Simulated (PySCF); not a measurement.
Electronic structure of Te⁺ (tellurium, charge +1) at the PBE level

Configuration: [Kr] 4d10 5s2 5p3, high-spin 4S determinant. Calculation: PySCF 2.14, in def2-TZVP with the def2 core potential (28 electrons); a scalar-relativistic core potential.

| Item | Value |
| --- | --- |
| Total energy | -267.6527 hartree |
| One-electron energy | -459.1475 hartree |
| Hartree (Coulomb) energy | 211.9893 hartree |
| Exchange-correlation energy | -20.4945 hartree |
| ⟨S²⟩ | 3.7506 |
| ⟨L²⟩ | 0.000 |
| Sum of ⟨r⟩ | 27.82 bohr |
| Sum of ⟨r²⟩ | 46.98 bohr² |
| Time after the integrals | 0.38 s of wall time on 1 thread of Neoverse-V1 (shared host) |

```tsv
shell	electrons	mean orbital energy (eV)	rms radius, mean of both spins (bohr)
4s α	1	-173.97	0.818
4s β	1	-173.77	0.818
4p α	3	-124.23	0.883
4p β	3	-124.02	0.883
4d α	5	-50.315	1.05
4d β	5	-49.945	1.05
5s α	1	-24.343	2.16
5s β	1	-22.145	2.16
5p α	3	-14.532	2.62
```

Energies and moments cover only the electrons outside the core potential.
